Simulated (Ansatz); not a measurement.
Isolated molecules relaxed with PBE0-D4/def2-TZVP in Ansatz; ΔE leaves out vibrations. CBS: MP2 limit from def2 TZ/QZ plus the TZ coupled-cluster correction, frozen cores. Functionals use def2-TZVPP. Each species was taken in one conformer, which may not be the lowest.

Reaction (formal exchange of groups at a C–Si bond): `[SiH3]O[SiH2]CCl` + propane → `CC(C)CCl` + disiloxane

| level | ΔE (kJ/mol) |
| --- | --- |
| revPBE | 31.4 |
| MP2/def2-TZVPP | 20.7 |
| SCS-MP2/def2-TZVPP | 20.6 |
| MP2/def2-QZVPP | 22.2 |

(1) What does CCSD(T)/CBS give? (An estimate is asked.)

Largest T1 diagnostic among the species: 0.011.

Results:

(1) Computed: +24.9 kJ/mol. The listed levels differ from it by 6.5, -4.2, -4.3, -2.7 kJ/mol.

Leaving LDA and LC-ωPBE aside and taking each functional with its dispersion term where it has one, the values, not all of them listed here, spread over 6.9 kJ/mol, from PBE-QIDH to BLYP-D4. LDA lies −6.9 kJ/mol from PBE without D4. At CCSD(T), def2-SVP lies −11.6 kJ/mol from the extrapolated value and def2-TZVPP −2.5 kJ/mol. From BLYP to BHLYP (50 % exact exchange), in def2-TZVPP and without D4, ΔE moves by −3.6 kJ/mol.

CCSD(T)/CBS has its own doubt, a few kJ/mol and more with outer-core shells, so smaller differences from it don't rank the levels.
